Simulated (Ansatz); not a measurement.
Geometry optimisation, Ansatz 0.2.0, RKS PBE-D4/STO-3G.

Input:

```yaml
crystal:
  periodic: [false, false, false]
  atoms:
    - { symbol: F, position_ang: [0.8728, -2.0412, -0.4209] }
    - { symbol: C, position_ang: [0.6034, -0.6753, -0.1038] }
    - { symbol: S, position_ang: [1.9805, 0.1234, 0.7248] }
    - { symbol: Al, position_ang: [-0.2511, 0.4051, -1.4606] }
    - { symbol: Si, position_ang: [-1.0385, -0.3866, 0.6973] }
    - { symbol: H, position_ang: [1.3878, 1.3903, 0.8924] }
    - { symbol: H, position_ang: [-0.1925, 1.6601, -2.4235] }
    - { symbol: H, position_ang: [-2.0597, -1.3599, 0.4891] }
    - { symbol: H, position_ang: [-1.2143, 0.8377, 1.5881] }
basis:
  gaussian: { orbitals: STO-3G }
hamiltonian:
  xc: pbe
  dispersion: d4
relax:
  f_tol: 0.015
  max_steps: 40
```

Run as:

```bash
$ ansatz run input.yaml --threads 1 --pin off --max-ram 2048MiB --backend cpu --events-out ev --progress --plain --runs-dir out
```

Problem. Where does it end, and by what steps?

Solution. The run converged. Limits of this set-up: minimal basis. After 15 steps the energy has fallen by 2.886 eV; S3 moved furthest, 0.85 Å. Joined: S3–Al4.

```tsv
step	energy less start (eV)	largest force component (eV/Å)	accepted
0	0.0000	3.897	yes
1	-1.3124	1.639	yes
2	-1.6328	1.838	yes
3	-1.7137	0.494	yes
4	-1.7568	0.368	yes
5	-1.7880	1.473	yes
6	-1.8835	1.783	yes
7	-2.1134	1.502	yes
8	-2.4131	1.361	yes
9	-2.6805	1.784	yes
10	-2.8030	1.191	yes
11	-2.8630	0.580	yes
12	-2.8696	0.404	yes
13	-2.8843	0.103	yes
14	-2.8855	0.032	yes
15	-2.8857	0.010	yes
```

```xyz
9
Properties=species:S:1:pos:R:3
F 1.028 -2.119 -0.093
C 0.458 -0.877 -0.249
S 1.748 0.644 0.091
Al -0.063 0.642 -1.305
Si -1.147 -0.102 0.511
H 1.302 1.159 1.297
H 0.019 1.373 -2.624
H -2.215 -1.095 0.442
H -1.042 0.329 1.913
```

Whether the end is a true minimum wasn't checked by a vibrational analysis.

The run took 51 s on 1 thread of Arm Neoverse V1 (shared host), peak memory 0.17 GiB.
